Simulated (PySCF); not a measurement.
A structure optimised at PBE-D3(BJ)/def2-SVP, used in a PySCF frequency run:

```
N
H 1 1.0226
C 1 1.4543 2 112.53
H 3 1.1088 1 109.85 2 180.00
H 3 1.1158 4 106.79 1 122.91
H 3 1.1158 4 106.79 5 114.18
Al 1 1.7819 2 121.26 3 180.00
O 7 1.7170 1 116.32 2 180.00
H 8 0.9688 7 120.88 1 180.00
O 7 1.7187 8 119.12 9 0.00
H 10 0.9683 7 124.17 8 180.00
```
Charge 0, spin multiplicity 1.

Q: Write its SMILES, formula and point group.

A: C[NH][Al]([OH])[OH], CH6AlNO2, Cs

Q: What are its rotational constants (standard atomic weights)?

A: 6.2006, 2.6233, 1.8655 GHz
